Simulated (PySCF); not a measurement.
**Frontier orbitals and the lowest excitations**

Compound: C3H8Si.
Structure used (PBE0-D3(BJ)/def2-SVP), in Å, numbered top down from 1:
```xyz
12
C3H8Si angstrom
C      1.848    0.198   -0.257
Si     0.251   -0.226    0.617
C     -1.242   -0.762   -0.353
C     -1.319    0.678    0.201
H      2.497   -0.685   -0.355
H      1.627    0.576   -1.267
H      2.407    0.976    0.286
H      0.394   -0.756    1.999
H     -1.936   -1.490    0.081
H     -1.170   -0.861   -1.443
H     -2.066    0.867    0.980
H     -1.285    1.485   -0.541
```

Method: TDDFT wB97X-D/def2-SVPD, vertical, gas phase, core orbitals frozen in the response (PySCF).

Frontier orbitals with the atoms that hold most of them (Löwdin shares over 4%, at most four atoms; ? is withheld):

```csv
orbital,ε (eV),atoms
LUMO+2,2.86,"Si2 19%, C4 12%, H8 12%, C3 12%"
LUMO+1,2.47,"Si2 30%, H8 13%, C3 13%, C4 12%"
LUMO,?,"Si2 32%, C1 24%, H7 10%, H5 10%"
HOMO,-8.45,?
HOMO-1,-10.08,?
HOMO-2,-11.13,"C1 31%, Si2 29%, H8 21%, H6 5%"
HOMO-3,-11.82,"C3 27%, C4 27%, H12 11%, H9 11%"
```

Give the leading atoms of the HOMO-1.

C4 (bonded to C, Si and 2 H) 32%; C3 (bonded to C, Si and 2 H) 32%; Si2 (bonded to 3 C and H) 13%; C1 (bonded to Si and 3 H) 7%. By element: carbon 70%, silicon 13%.

Give the leading atoms of the HOMO.

Si2 (bonded to 3 C and H) 28%; C3 (bonded to C, Si and 2 H) 26%; C4 (bonded to C, Si and 2 H) 26%; C1 (bonded to Si and 3 H) 4%. By element: carbon 56%, silicon 28%.

What is the LUMO energy, and the HOMO–LUMO gap?

ε(LUMO) = 2.29 eV; the gap is 10.75 eV (0.3949 hartree).

How does S1 compare with the orbital gap of 10.75 eV?

S1 is at 6.69 eV (f = 0.0017), 4.06 eV below the gap, made of HOMO→LUMO (79%), HOMO→LUMO+2 (16%). 

Give energy, strength and leading configuration of S1 and S2, and follow the Löwdin shares of the leading atoms from the occupied to the empty orbital.

- S1 (6.69 eV, f 0.0017), HOMO→LUMO (79%): Si2 28% → 32%, C3 26% → at most 10%, C1 4% → 24%
- S2 (6.77 eV, f 0.218), HOMO→LUMO+1 (97%): Si2 28% → 30%, C3 26% → 13%, H8 at most 4% → 13%
